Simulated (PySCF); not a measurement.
Numbering as in the mapped SMILES `[CH3:1][N:2]([CH3:3])[SiH2:4][N:5]([CH3:6])[CH3:7]`; H(Xn) means a hydrogen on atom n.

Geometry: PBE0-D3(BJ)/def2-SVP; GIAO shifts from PySCF 2.14.0 with density-fitted response routines, gas phase, non-relativistic, averaged over equivalent atoms.

At B3LYP/pcSseg-1 (196 basis functions, 32 s wall time on 1 thread of an Arm Neoverse V1, shared host):
```json
{"atoms": "C1/C3/C6/C7", "δ (ppm)": "38.4"}
{"atoms": "N2/N5", "δ (ppm)": "32.1"}
{"atoms": "Si4", "δ (ppm)": "-25.3"}
{"atoms": "H(Si4)", "δ (ppm)": "4.58"}
{"atoms": "H(C1)/H(C3)/H(C6)/H(C7)", "δ (ppm)": "2.50"}
```

Shifts are taken against calculated references (same method and geometry level): ¹³C (σ = 179.24 ppm), ²⁹Si (σ = 337.86 ppm), ¹H (σ = 31.38 ppm) against TMS; ¹⁵N (σ = 263.54 ppm) against NH3.

**Question.** Predict the values at PBE0/pcSseg-1 on the same geometry.

**Answer.** 
| atoms | δ at PBE0/pcSseg-1 | change |
| --- | --- | --- |
| C1/C3/C6/C7 | 37.7 | -0.7 |
| N2/N5 | 26.9 | -5.2 |
| Si4 | -20.0 | +5.3 |
| H(Si4) | 4.67 | +0.09 |
| H(C1)/H(C3)/H(C6)/H(C7) | 2.47 | -0.03 |

Scale: TMS for ¹³C (σref 184.41) and ²⁹Si (σref 351.99) and ¹H (σref 31.27); NH3 for ¹⁵N (σref 265.67) (reference shieldings calculated alike).

The largest change is at Si4 (silicon bonded to 2 N, 2 H). Cost: 196 basis functions, 34 s wall time on 1 thread of an Arm Neoverse V1, shared host.

Experimental scales use liquid or dissolved standards, which lie at an offset from isolated NH3 (liquid NH3: subtract about 20 ppm).
